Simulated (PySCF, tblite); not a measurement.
Isomers of C9H9FO, one GFN2-xTB conformer each. Single-point energies are computed at PBE0/pcSseg-1 (PySCF, gas phase, no added dispersion term), electronic only.

| SMILES | GFN2-xTB relative energy (kJ/mol) |
| --- | --- |
| C=Cc1c(O)cccc1CF | 100.5 |
| Cc1cccc(C(=O)F)c1C | 0.0 |
| CO[C@]1(F)Cc2ccccc21 | 97.5 |
| CC(=O)c1cccc(CF)c1 | 57.5 |

Conformers: `[CH2:1]=[CH:2][c:3]1[c:4]([OH:5])[cH:6][cH:7][cH:8][c:9]1[CH2:10][F:11]` with C1–C2–C3–C4 49°, C3–C4–O5–H 2°, C8–C9–C10–F11 -4°; `[CH3:1][c:2]1[cH:3][cH:4][cH:5][c:6]([C:7](=[O:8])[F:9])[c:10]1[CH3:11]` with C5–C6–C7–O8 -177°; `[CH3:1][O:2][C@:3]1([F:4])[CH2:5][c:6]2[cH:7][cH:8][cH:9][cH:10][c:11]21` with C1–O2–C3–F4 -68°; `[CH3:1][C:2](=[O:3])[c:4]1[cH:5][cH:6][cH:7][c:8]([CH2:9][F:10])[cH:11]1` with C1–C2–C4–C5 0°, C7–C8–C9–F10 0°.

What does PBE0/pcSseg-1 give for the same structures?

| SMILES | PBE0/pcSseg-1 E (Eh) | PBE0/pcSseg-1 (kJ/mol) | GFN2-xTB (kJ/mol) | point group |
| --- | --- | --- | --- | --- |
| Cc1cccc(C(=O)F)c1C | -522.82096 | 0.0 | 0.0 | near Cs |
| CC(=O)c1cccc(CF)c1 | -522.79525 | 67.5 | 57.5 | Cs |
| C=Cc1c(O)cccc1CF | -522.76690 | 142.0 | 100.5 | C1 |
| CO[C@]1(F)Cc2ccccc21 | -522.75252 | 179.7 | 97.5 | C1 |

Both levels put the same isomer lowest; measured from each level's own lowest isomer, the values differ by up to 82.2 kJ/mol (CO[C@]1(F)Cc2ccccc21: 97.5 against 179.7). As drawn, the lowest has a C=O bond, which the highest lacks; the highest has a four-membered ring, which the lowest lacks.

Which frontier levels, dipoles and rotational constants go with these structures?

```tsv
SMILES	HOMO (eV, PBE0/pcSseg-1)	LUMO (eV)	dipole (D)	A, B, C (MHz)
Cc1cccc(C(=O)F)c1C	-7.43	-1.83	4.11	1905, 907.0, 619.2
CC(=O)c1cccc(CF)c1	-7.48	-1.74	2.20	2476, 624.8, 502.1
C=Cc1c(O)cccc1CF	-6.55	-1.17	2.22	1549, 972.0, 610.1
CO[C@]1(F)Cc2ccccc21	-7.26	-0.64	1.85	2184, 868.7, 737.8
```

What happens when harmonic zero-point energies from GFN2-xTB frequencies are added?

| SMILES | ZPE (kJ/mol) | electronic (kJ/mol) | with ZPE (kJ/mol) |
| --- | --- | --- | --- |
| Cc1cccc(C(=O)F)c1C | 404.6 | 0.0 | 0.0 |
| CC(=O)c1cccc(CF)c1 | 402.6 | 67.5 | 65.5 |
| C=Cc1c(O)cccc1CF | 401.5 | 142.0 | 138.9 |
| CO[C@]1(F)Cc2ccccc21 | 404.7 | 179.7 | 179.8 |

The zero-point energies span 3.2 kJ/mol. The order is unchanged.
